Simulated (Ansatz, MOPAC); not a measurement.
Species: BNH₂Cl₂ (charge 0, singlet). SMILES: NB(Cl)Cl
Geometry from a B3LYP-D3(BJ)/def2-TZVP (Ansatz, a first-principles code) optimisation:
```
B
N 1 1.3854
H 2 1.0060 1 122.41
H 2 1.0060 3 115.18 1 180.00
Cl 1 1.7704 2 120.26 3 180.00
Cl 1 1.7704 2 120.26 3 0.00
```
Charge 0, spin multiplicity 1.

Quantity: vertical ionisation energy to the doublet, in eV. Conventions: valence correlation only; each state is the SCF solution reached for its charge and spin; non-relativistic; UHF or UKS for open shells; 6-311+G** with 5d, 6d on Na to Ar in Ansatz; dispersion terms only where a functional's name holds one; spin-orbit terms left out; six Cartesian d functions in 6-31G* and its kin unless marked 5d. Basis-set limits of correlation are two-point, X^-3; Hartree-Fock from the larger set. Ab initio and DFT rows: single points at B3LYP-D3(BJ) geometries (Ansatz). Semi-empirical rows: differences of heats of formation at the shared geometry for vertical values.

Coupled cluster (Ansatz) is a level with limits of its own, used here on species with T1 under 0.025 (0.045 for open shells) and stable references: CCSD(T)/CBS(aug-cc-pV(T+d)Z,aug-cc-pV(Q+d)Z).

Value to compare with, CCSD(T)/CBS(aug-cc-pV(T+d)Z,aug-cc-pV(Q+d)Z) (Ansatz): 11.20 eV.

```tsv
level	program	vertical ionisation energy to the doublet (eV)	difference
AM1	MOPAC	10.63	-0.57
PM6	MOPAC	10.34	-0.86
MNDO	MOPAC	11.08	-0.12
HF/6-31G*	Ansatz	9.99	-1.21
HF/6-311+G**	Ansatz	10.04	-1.16
PBE/6-311+G**	Ansatz	10.46	-0.74
B3LYP/3-21G	Ansatz	10.81	-0.39
B3LYP/6-31G*	Ansatz	10.63	-0.57
B3LYP/6-311+G**	Ansatz	10.81	-0.39
MP2/6-31G*	Ansatz	10.93	-0.27
PBE/def2-TZVPD	Ansatz	10.42	-0.78
B3LYP/def2-TZVPD	Ansatz	10.75	-0.45
```

Among the 10 habitual levels, HF/6-31G* lies farthest from CCSD(T)/CBS(aug-cc-pV(T+d)Z,aug-cc-pV(Q+d)Z) (Ansatz) (-1.21 eV) and MNDO nearest (-0.12); 0 of 10 lie above it, and their mean absolute difference is 0.63 eV, the median 0.57. One case shows no general order.

The levels are drawn from those run, B3LYP/6-31G* more often than the rest, none by its result; left out are runs that failed, that the program found above a lower state of the same kind, or whose <S^2> lies over 0.5 above the pure value.
